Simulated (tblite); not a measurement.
C₃H₉O₃Si (SMILES CO[Si](OC)OC), doublet, at a GFN2-xTB geometry; GFN1-xTB (tblite 0.6.0).

Here is a job for tblite.
```
$ tblite run mol.xyz --method gfn1 --charge 0 --spin 1 --guess eeq --json tblite.json --no-restart

# file mol.xyz
16

C     -0.61419389     2.55237364    -0.42117585
O      0.25351206     1.49658395    -0.13705825
Si    -0.10894891     0.02403272     0.46512422
O      1.17911084    -0.94347744     0.20582713
C      2.52319027    -0.68652856     0.48106533
O     -1.35347556    -0.57056539    -0.40666434
C     -1.81236174    -1.88716143    -0.47244164
H     -1.50555726     2.19693896    -0.94016559
H     -0.91647038     3.05469906     0.50130953
H     -0.07779036     3.25864674    -1.05640477
H      2.71858347    -0.79040362     1.55144500
H      3.11807544    -1.41917408    -0.06611692
H      2.80129183     0.32013494     0.16562766
H     -2.38274280    -2.13621602     0.42606736
H     -2.46231582    -1.96696522    -1.34494223
H     -0.98077586    -2.58654973    -0.57008247
```

### Question
Write the output that tblite gives for this input, abridged.

### Answer

```
xTB calculator
 | screened Coulomb repulsion
 | Coulomb electrostatics
 |  * isotropic Klopman-Ohno-Mataga-Nishimoto electrostatics
 |  * onsite third-order electrostatics
 | DFT-D3(BJ) dispersion correction

halogen bonding energy    0.0000000000000E+00 Eh
repulsion energy          2.2327887404042E-01 Eh
dispersion energy        -5.3573246031861E-03 Eh
number of electrons       4.3000000000000E+01 e
integral cutoff           2.8146159136829E+01 bohr

------------------------------------------------------------
  cycle        total energy    energy error   density error
------------------------------------------------------------
      1     -27.20426427161  -2.7422186E+01   5.1829504E-01
      2     -27.25403915149  -4.9774880E-02   3.1042968E-01
      3     -27.24864700752   5.3921440E-03   6.7691384E-02
      4     -27.25340716446  -4.7601569E-03   2.6664792E-02
      5     -27.25763326676  -4.2261023E-03   3.2640481E-03
      6     -27.25765608737  -2.2820614E-05   1.3652093E-03
      7     -27.25765706124  -9.7386977E-07   6.4093219E-04
      8     -27.25765774044  -6.7919442E-07   4.0653328E-05
      9     -27.25765775089  -1.0456628E-08   3.4814243E-06
------------------------------------------------------------

electronic energy        -2.7475579300331E+01 Eh
total energy             -2.7257657750893E+01 Eh

Post processing:
 | Mayer-Wiberg bond orders

[Info] JSON dump of results written to 'tblite.json'
```
